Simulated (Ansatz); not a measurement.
Basis-set extrapolation for CH$_{3}$NSSi, SMILES `[SiH3]N=C=S` (PBE0-D4/def2-TZVP geometry, frozen core, Ansatz 0.2.0). Multiplicity 1, RHF reference.

|  | cc-pV(T+d)Z | cc-pV(Q+d)Z |
| --- | --- | --- |
| HF | -780.624266 | -780.637924 |
| MP2 correlation | -0.636497 | -0.682733 |
| CCSD(T) correlation | -0.698946 | not run |

Energies in hartree. Use E(X) = E(∞) + A·exp(−5.46·√X) for Hartree–Fock and E(X) = E(∞) + B·X^(−3.05) for correlation, with X = 3 and 4, and add CCSD(T) minus MP2 of the smaller set to the MP2 limit.

Question: What is the CCSD(T) energy at the basis-set limit?

Answer: HF limit: -780.637924 + (-0.013658) × 0.30130 = -780.64204. MP2 limit: -0.682733 + (-0.046236) × 0.71189 = -0.71565. Higher-order term: -0.698946 − (-0.636497) = -0.06245. Total: -781.42014 hartree, 254.5 kJ/mol below CCSD(T)/cc-pV(T+d)Z.
